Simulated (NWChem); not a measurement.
Program: NWChem. System: AgI, charge 1, spin multiplicity 2, at the geometry of a parent with another charge or spin, in a state set for the comparison that need not be this species' ground state. Its SCF solution wasn't tested for a lower state. Level: PBE/x2c-SVPall-2c, spin-orbit ZORA.

NWChem printed:

```
             Northwest Computational Chemistry Package (NWChem) 7.3.0
             --------------------------------------------------------

                                NWChem Input Module
                                -------------------

 Scaling coordinates for geometry "geometry" by  1.889725989
 (inverse scale =  0.529177249)

                             Geometry "geometry" -> ""
                             -------------------------

 Output coordinates in angstroms (scale by  1.889725989 to convert to a.u.)

  No.       Tag          Charge          X              Y              Z
 ---- ---------------- ---------- -------------- -------------- --------------
    1 Ag                  47.0000     0.00000000     0.00000000    -1.37004100
    2 I                   53.0000     0.00000000     0.00000000     1.21494200

 Effective nuclear repulsion energy (a.u.)     509.9377935013

            Nuclear Dipole moment (a.u.)
            ----------------------------
        X                 Y               Z
 ---------------- ---------------- ----------------
     0.0000000000     0.0000000000    -0.0000018897


 Summary of "ao basis" -> "" (spherical)
 ------------------------------------------------------------------------------
       Tag                 Description            Shells   Functions and Types
 ---------------- ------------------------------  ------  ---------------------
 *                       x2c-svpall-2c                on all atoms

  pbe96 is a nonlocal functional; adding pw91lda local functional.

                                 NWChem DFT Module
                                 -----------------

 Summary of "ao basis" -> "ao basis" (spherical)
 ------------------------------------------------------------------------------
       Tag                 Description            Shells   Functions and Types
 ---------------- ------------------------------  ------  ---------------------
 Ag                      x2c-svpall-2c              21       67   6s8p6d1f
 I                       x2c-svpall-2c              18       50   6s8p4d

 Summary of "ao basis" -> "ao basis" (spherical)
 ------------------------------------------------------------------------------
       Tag                 Description            Shells   Functions and Types
 ---------------- ------------------------------  ------  ---------------------
 Ag                      x2c-svpall-2c              21       67   6s8p6d1f
[...]
  ----     -------------------  ------------         ----     -------------------  ------------
   122     1.079569  -0.471569  1 Ag s                121    -0.419201   0.183112  1 Ag s
   208     0.407458  -0.177982  2 I  pz               205     0.213062  -0.093068  2 I  pz
   190    -0.200600   0.087624  2 I  s                199    -0.189649   0.082841  2 I  pz
   132     0.141040  -0.061608  1 Ag pz               189    -0.119002   0.051982  2 I  s
   120     0.106332  -0.046447  1 Ag s                188     0.095560  -0.041742  2 I  s

   alpha - beta orbital overlaps
   -----------------------------

   alpha      1      2      3      4      5      6      7      8      9     10
    beta      1      2      3      4     88     88      7      8      9     10
 overlap   1.162  1.481  1.632  1.352  0.204  0.031  1.219  1.219  1.219  1.273

   alpha     11     12     13     14     15     16     17     18     19     20
    beta     11     12     13     14     15      7      8      9     10     11
 overlap   1.273  1.273  1.175  1.175  1.190  0.005  0.005  0.005  0.021  0.021

   alpha     21     22     23     24     25     26     27     28     29     30
    beta     15     13     14      5     13     14     15     13     14     15
 overlap   0.022  0.017  0.017  0.054  0.035  0.035  0.033  0.056  0.056  0.052

   alpha     31     32     33     34     35     36     37     38     39     40
    beta     31     32     33     34     35     41     42     43     44     45
 overlap   1.036  1.031  1.034  1.031  1.036  0.215  0.204  0.210  0.204  0.215

   alpha     41     42     43     44     45     46     47     48     49     50
    beta     41     42     43     44     45     41     42     43     44     45
 overlap   0.240  0.228  0.234  0.228  0.240  0.154  0.151  0.156  0.151  0.154

   alpha     51     52     53     54     55     56     57     58     59     60
    beta     41     42     43     44     45     31     32     33     34     35
 overlap   0.021  0.019  0.013  0.019  0.021  0.006  0.006  0.006  0.006  0.006

   alpha     61     62     63     64     65     66     67     68     69     70
    beta     14     41     14      5     13     45     13     68     69     70
 overlap   0.000  0.001  0.001  0.002  0.001  0.001  0.000  1.171  1.530  1.850

   alpha     71     72     73     74     75     76     77     78     79     80
    beta     71     72     72     74     75     76     77     78     79     80
 overlap   2.063  1.069  0.215  1.283  1.283  1.286  1.631  1.631  1.642  1.340

   alpha     81     82     83     84     85     86     87     88     89     90
    beta     81     82     74     75     76     86     87     88     86     87
 overlap   1.340  1.408  0.014  0.014  0.015  0.176  0.176  0.254  0.179  0.179

   alpha     91     92     93     94     95     96     97     98     99    100
    beta     88     80     81     82     74     75     76     98     99    100
 overlap   0.224  0.026  0.026  0.027  0.060  0.060  0.059  1.155  1.155  1.155

   alpha    101    102    103    104    105    106    107    108    109    110
    beta    101    102    103    104    105    106    107    103    104    105
 overlap   1.155  1.155  1.132  1.133  1.134  1.133  1.132  0.023  0.022  0.018

   alpha    111    112    113    114    115    116    117
    beta    106    107    103    104    105    106    107
 overlap   0.022  0.023  0.017  0.017  0.017  0.017  0.017

     --------------------------
     Expectation value of S2:
     --------------------------
      <S2> =      0.7760 (Exact =     0.7500)

     Multipole analysis of the density
     ---------------------------------

     L   x y z        total         alpha         beta         nuclear
     -   - - -        -----         -----         ----         -------
     0   0 0 0      1.000000    -50.000217    -48.999783    100.000000

     1   1 0 0     -0.000000     -0.000000     -0.000000      0.000000
     1   0 1 0     -0.000000     -0.000000     -0.000000      0.000000
     1   0 0 1     -0.930862     -1.473941      0.543081     -0.000002

     2   2 0 0    -32.067189    -17.294065    -14.773124      0.000000
     2   1 1 0     -0.000032      0.000017     -0.000049      0.000000
     2   1 0 1      0.000002      0.000001      0.000001      0.000000
     2   0 2 0    -32.067540    -17.293873    -14.773667      0.000000
     2   0 1 1      0.000000      0.000000      0.000000      0.000000
     2   0 0 2    -21.314801   -311.250569   -304.475155    594.410923

 Task  times  cpu:       27.6s     wall:       27.6s

 Total times  cpu:       27.6s     wall:       27.6s
```

Q: Write an NWChem input that would produce this output.

A: This is not unique; one that fits is 
```
start mol
memory heap 200 mb stack 900 mb global 1100 mb
charge 1
geometry units angstroms nocenter noautoz noautosym
  Ag     0.000000     0.000000    -1.370041
  I      0.000000     0.000000     1.214942
end
basis spherical
  * library x2c-svpall-2c
end
relativistic
  zora on
end
dft
  xc xpbe96 cpbe96
  odft
  mult 2
  semidirect memsize 60000000 filesize 0
  iterations 100
  grid fine
end
task sodft energy
```
